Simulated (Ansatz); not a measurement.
Input for Ansatz (a quantum-chemistry and plane-wave program): R-CCSD(T)/cc-pV(D+d)Z on CH5BOS (SMILES CB(O)S), a point of a torsion scan. Files ending in .json are basis or fitting sets from the Basis Set Exchange.

Ansatz 0.2 input:
```yaml
crystal:
  periodic: [false, false, false]
  atoms:
    - {symbol: C, position_ang: [-0.73115377, -0.63240546, -0.04052234]}
    - {symbol: B, position_ang: [0.39317192, 0.49367913, 0.03861795]}
    - {symbol: O, position_ang: [0.23988225, 1.73221637, -0.44719032]}
    - {symbol: S, position_ang: [2.01060616, 0.17172559, 0.78797593]}
    - {symbol: H, position_ang: [-0.58482058, -1.44425805, 0.66725984]}
    - {symbol: H, position_ang: [-1.72456377, -0.21963549, 0.12972921]}
    - {symbol: H, position_ang: [-0.74340975, -1.07829021, -1.03537409]}
    - {symbol: H, position_ang: [-0.59432173, 1.96027667, -0.85594704]}
    - {symbol: H, position_ang: [1.79435995, -1.09521477, 1.12042644]}
basis:
  gaussian:
    orbitals: cc-pV_D+d_Z.json
magnetization: {spin_polarized: false}
correlation: {method: ccsd_t, electrons: outside_noble_gas}
scf: {lower_state_search: off}
```

It printed:

```
WARN ansatz: RAYON_NUM_THREADS=1 ignored (pool sized by the plan → 1); use --threads N
Functional definition: HF
these checks for a lower state are left out or cut short: stability, starts, cluster_reference, orbital_swaps, neighbouring_geometries, increment
integrals: 0.09 GiB planned
837 factors; integrals over basis functions are off by at most 1.1e-3 eV
mean field: 0.22 GiB planned
mean field evaluation 1: about -14635.7062 eV, gradient 3.5e1 eV
mean field evaluation 2: about -14635.8188 eV, gradient 3.5e1 eV
mean field evaluation 4: about -14638.7805 eV, gradient 3.6e0 eV
mean field evaluation 8: about -14638.8314 eV, gradient 2.1e-4 eV
mean field -14638.83143869 eV, -537.9671328157 hartree, gradient 9.6e-6 eV, S^2 0.000000; 0 other end points of the search recorded, 0 dependent functions left out
8 core orbitals not correlated
reference -14638.83143869 eV, -537.9671328157 hartree; 12, 12 occupied and 70, 70 virtual orbitals, 837 factors
second order -14.97467387 eV of doubles, -0.00000000 eV of singles
coupled cluster: 0.28 GiB planned
cycle   1  -15.71963392 eV  change   -7.4e-1 eV  update   8.7e-2
cycle   2  -16.10047661 eV  change   -3.8e-1 eV  update   2.5e-2
cycle   3  -16.18557588 eV  change   -8.5e-2 eV  update   1.3e-2
cycle   4  -16.18282431 eV  change    2.8e-3 eV  update   3.3e-3
cycle   5  -16.18167440 eV  change    1.1e-3 eV  update   1.2e-3
cycle   6  -16.18155390 eV  change    1.2e-4 eV  update   3.9e-4
cycle   7  -16.18140505 eV  change    1.5e-4 eV  update   1.0e-4
cycle   8  -16.18140982 eV  change   -4.8e-6 eV  update   3.1e-5
cycle   9  -16.18141605 eV  change   -6.2e-6 eV  update   9.6e-6
perturbative correction -0.44628919 eV, -0.0164008252 hartree
Total energy: -14655.45914393 eV, -538.5781897126 hartree
Checks for a lower state left out: stability, starts, cluster_reference, orbital_swaps, neighbouring_geometries, increment
```

Self-consistency was reached.

Cost: about 10 core-seconds (a rough figure).
